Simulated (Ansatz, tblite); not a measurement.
Forces on K₃S₂ at its r2SCAN-D4/def2-SVP geometry. Total charge 0; doublet.

The xTB rows come from tblite. Another isomer (doublet) lies 0.09 eV lower at PBE0-D4/def2-TZVP; other spin states weren't run for this one.

GFN1-xTB (tblite), largest force 0.65 eV/Å:

```xyz
5
positions Å, forces eV/Å
K    -0.094   -2.757   -1.065    0.015    0.427    0.165
K     1.069    0.928    2.261   -0.319    0.245   -0.508
K    -0.961    2.267   -1.028    0.321   -0.180    0.534
S    -0.971   -0.390    0.444    0.223   -0.204   -0.224
S     0.957   -0.047   -0.612   -0.240   -0.289    0.033
```

GFN2-xTB (tblite), largest force 0.86 eV/Å:

```
K -0.002 -0.064 -0.025
K -0.020 0.056 -0.019
K 0.022 0.027 0.052
S 0.745 0.124 -0.414
S -0.745 -0.143 0.406
```

PBE-D4/def2-TZVP (Ansatz), largest force 0.38 eV/Å:

```
K -0.001 -0.026 -0.010
K -0.007 -0.035 -0.027
K 0.004 -0.046 -0.002
S 0.329 0.115 -0.164
S -0.325 -0.007 0.204
```
